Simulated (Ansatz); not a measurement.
Task: Name a neutral molecule of C, O, Zn and H with HOMO–LUMO gap (PBE/def2-TZVPP) between 3.70 and 4.00 eV and HOMO energy (B3LYP/def2-TZVPP) between -6.80 and -6.50 eV (Ansatz, PBE0-D4/def2-TZVP geometry).

Result: `[CH3][Zn][CH2]C=O` (3.72 eV, -6.73 eV). Other molecules can fit too; these were computed, each in one conformer that needn't be the lowest.

B3LYP here is the variant with VWN-RPA as its local correlation; programs differ in this.
